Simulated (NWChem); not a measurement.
System: SiN2H4Cl2; SMILES N[Si](N)(Cl)Cl

```xyz
9

N      0.2766    -1.3580    -1.3545
Si     0.0000     0.0000    -0.3605
N     -0.2766     1.3580    -1.3545
Cl     1.6603     0.0791     0.8960
Cl    -1.6603    -0.0791     0.8960
H     -0.4130    -1.6037    -2.0554
H      0.7581    -2.1703    -0.9894
H      0.4130     1.6037    -2.0554
H     -0.7581     2.1703    -0.9894
```
Atoms are numbered in this order, from 1.

Level: B3LYP/6-31G* (spherical d) (NWChem), optimised geometry, unscaled harmonic frequencies. 

```csv
frequency (cm⁻¹),IR intensity (km/mol)
159,9.2
188,0.6
243,0.6
259,0.1
274,7.2
287,20.1
418,4.0
436,139.6
446,141.4
480,170.4
555,289.5
836,29.5
863,81.5
908,146.8
961,154.8
1612,124.0
1616,23.5
3566,58.9
3567,19.6
3664,21.4
3665,45.7
```

```
Item                                                                               Result
-----------------------------------------------------------------------  ----------------
zero-point energy                                                           35.7 kcal/mol
thermal correction to the enthalpy at 298.15 K (with zero-point energy)     41.0 kcal/mol
heat capacity Cv                                                         25.4 cal/(mol K)
entropy at 298.15 K and 1 atm (symmetry number 2)                        82.9 cal/(mol K)
dipole moment                                                                      2.85 D
```

Rigid rotor and harmonic oscillator.
